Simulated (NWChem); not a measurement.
# ZnHF; SMILES [F][ZnH]

Results from NWChem. The level has its own optimisation; frequencies are unscaled.

What does the run give for LDA (Slater exchange, VWN5)/def2-SVP? Quantities: r H–Zn (Å); r F–Zn (Å); highest harmonic frequency (cm⁻¹); lowest (cm⁻¹); zero-point energy (kcal/mol); dipole (D).


```json
{
 "r H–Zn (Å)": "1.492",
 "r F–Zn (Å)": "1.717",
 "highest harmonic frequency (cm⁻¹)": "1968",
 "lowest (cm⁻¹)": "469",
 "zero-point energy (kcal/mol)": "5.2",
 "dipole (D)": "1.84"
}
```
